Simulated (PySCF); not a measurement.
Excitation energy of Kr⁺ by level of theory

Kr⁺ [Ar] 3d10 4s2 4p5 (2P) → Kr⁺ [Ar] 3d10 4s2 4p4 5s1 (4P), as a difference of total energies. All numbers are calculated (PySCF 2.14, scalar relativity through the core potential, in aug-cc-pVDZ-PP with ECP10MDF (5s4p3d, 32 functions)). Correlated levels: valence: 3s2 3p6 3d10 frozen. The calculations carry no spin-orbit coupling.

```csv
method,excitation energy (cm⁻¹)
UHF,108280
LDA,111790
PBE,110740
PBE0,112140
r2SCAN,114540
r2SCAN0,114270
B3LYP,112200
BP86,111450
TPSS,113350
MP2 (valence),109780
SCS-MP2 (valence),110500
```

Errors of the correlated levels include the incompleteness of this basis and the frozen core.

For comparison: 112590 cm⁻¹ (measured; NIST levels, between the centres of gravity of the two terms).
